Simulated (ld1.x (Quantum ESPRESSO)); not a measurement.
**arsenic (As), TM semilocal: configuration errors across variants**

* Element: As
* Generator: ld1.x (Quantum ESPRESSO) 7.5
* Type: norm-conserving Troullier–Martins (semilocal form)
* Functional: PBEsol
* Relativity: scalar-relativistic
* Frozen core: [Ar]
* Valence charge: 15
* Reference configuration: 3d10 4s1.75 4p3.25
* Partial waves: 4s (bound): rc 1.70 bohr; 3d (bound): rc 0.60 bohr; 4p (bound): rc 1.65 bohr
* Local potential: the p channel
* Core correction: a·sin(br)/r model core, default radius (core density twice the valence density)

All-electron excitation energies from the reference (eV): (1) 3d10 4s2 4p3 -2.334; (2) 3d10 4s2 4p2 6.824; (3) 3d10 4s2 4p1 24.765; (4) 3d10 4s2 4p0 52.488; (5) 3d10 4s2 4p2.5 1.224; (6) 3d9 4s2 4p3 48.495; (7) 3d9 4s2 4p4 37.761.

A semilocal file is local in each channel, so a ghost entry of none says nothing of the separable form that plane-wave codes build from it.

Errors AE − PS in meV (a dash: test not solved or not reliable):

```tsv
change	(1)	(2)	(3)	(4)	(5)	(6)	(7)	bound ghosts
base	+0.1	-0.5	+0.2	-2.5	-0.4	-544	-628	not determined
all radii but the core radius scaled by about 0.80 (s 1.36, p 1.32, d 0.48 bohr)	+0.3	+1.0	+6.0	+3.5	0.0	-275	-349	not determined
all radii but the core radius scaled by about 1.16 (s 1.98, p 1.92, d 0.70 bohr)	-0.1	-0.7	+3.0	+12	-0.8	-461	-567	not determined
all radii but the core radius scaled by about 1.27 (s 2.16, p 2.10, d 0.76 bohr)	-0.5	-0.3	+8.7	+32	-1.1	-325	-454	not determined
all radii but the core radius scaled by about 1.34 (s 2.28, p 2.22, d 0.80 bohr)	-0.7	+0.1	+13	+46	-1.3	-237	-382	not determined
```

Problem. Give the same row for: all radii but the core radius scaled by about 0.88 (s 1.50, p 1.46, d 0.52 bohr).

Solution. +0.2, +0.1, +2.0, -3.0, -0.2, -479, -554; bound ghosts: not determined.
